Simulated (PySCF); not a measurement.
Vertical excitations of a molecule CHF2NOSi from TDA-LC-ωPBE/def2-SVPD in PySCF 2.14.0, as energy in eV (oscillator strength): 7.35 (0.000), 7.59 (0.000), 7.60 (0.000), 8.83 (0.007), 8.86 (0.003), 10.10 (1.274), 10.19 (0.061), 10.55 (0.036), 10.81 (0.008), 10.95 (0.023). Lowest triplet (TDA): 6.62 eV. The structure is a stationary point at B3LYP-D3(BJ)/def2-SVP. One conformer was computed; it need not be the lowest.

Pick the molecule that these values belong to.
(A) O=C=N[SiH](F)F
(B) N#CO[SiH](F)F
(C) F[Si]1(F)N=CO1

A, O=C=N[SiH](F)F
